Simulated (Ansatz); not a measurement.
`CC#CC[SiH3]`, charge 0, multiplicity 1.

Question: Give a relaxed structure at PBE0-D4/def2-TZVP (the Gaussian-basis code of Ansatz). (An estimate is asked.)

Answer: Ansatz gave: 
```xyz
13

C     2.378   -0.484   -1.363
C     1.324   -0.238   -0.397
C     0.460   -0.033    0.415
C    -0.626    0.215    1.339
Si   -2.263    0.382    0.408
H     2.893   -1.425   -1.149
H     3.123    0.315   -1.343
H     1.979   -0.545   -2.378
H    -0.717   -0.600    2.065
H    -0.452    1.132    1.911
H    -2.548   -0.871   -0.336
H    -2.184    1.516   -0.547
H    -3.366    0.636    1.375
```
Point group Cs.
This is one stationary point; other conformers may exist.
